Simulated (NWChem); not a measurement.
Molecule: C2H3F2NSi; SMILES FC(F)(C#N)[SiH3]

```xyz
9

N     -0.9971    -2.3609     0.0000
C     -0.3496    -1.3985     0.0000
C      0.3734    -0.1105     0.0000
F      1.1840    -0.0711    -1.1090
F      1.1840    -0.0711     1.1090
Si    -0.7813     1.4468     0.0000
H     -1.6139     1.3991    -1.2237
H      0.1222     2.6194     0.0000
H     -1.6139     1.3991     1.2237
```
Atoms are numbered in this order, from 1.

Structure relaxed at the B3LYP/6-31G* (spherical d) level.

Question: Give the principal values of the shielding tensors (ppm) of N1, C2, C3, F4, Si6 from B3LYP/6-31G* (spherical d), GIAO (NWChem), with their diamagnetic and paramagnetic parts as GIAO splits them.

Answer: 
```csv
atom,σ11,σ22,σ33,isotropic,diamagnetic,paramagnetic
N1,-158.5,-155.8,261.3,-17.7,340.1,-357.7
C2,-18.0,-17.4,293.6,86.0,259.0,-172.9
C3,52.6,88.0,94.0,78.2,244.5,-166.3
F4,167.8,343.6,406.7,306.1,472.7,-166.7
Si6,423.1,428.5,467.8,439.8,881.9,-442.1
```
